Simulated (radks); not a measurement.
Excited configurations of the titanium ion Ti+: one electron is placed in a higher orbital outside [Ar] 3d2. The ground configuration is [Ar] 3d2 4s1. All-electron calculation, scalar-relativistic Kohn-Sham, PBE, spin-polarised, spherical densities, finite nucleus; open shells are filled with parallel spins first; Fermi nuclear charge, rms radius 3.5921 fm. Program: a radial shooting solver on a logarithmic mesh with Libxc functionals. Excitation = E - E(ground); binding = E(ion) - E, where the ion is the core of charge +2; n* = 2/sqrt(2 binding) in atomic units, and the quantum defect is n - n*.

outer orbital,excitation (eV),binding (eV),n*,quantum defect,<r> (bohr)
4d,8.354,5.715,3.086,0.914,5.951
5d,10.596,3.473,3.959,1.041,11.01
5f,11.626,2.442,4.720,0.280,14.61
6s,10.401,3.667,3.853,2.147,11.73
6p,10.939,3.130,4.170,1.830,13.33
6f,12.314,1.754,5.570,0.430,21.91
7p,11.957,2.111,5.078,1.922,20.13

The Delta-SCF ionisation energy is 14.068 eV (NIST Atomic Spectra Database: 13.576 eV, measured). Self-interaction in the functional shifts the binding energies and quantum defects, so they are the method's values and not measured ones. Open shells are spherical and high-spin; term and fine-structure splittings are not resolved.
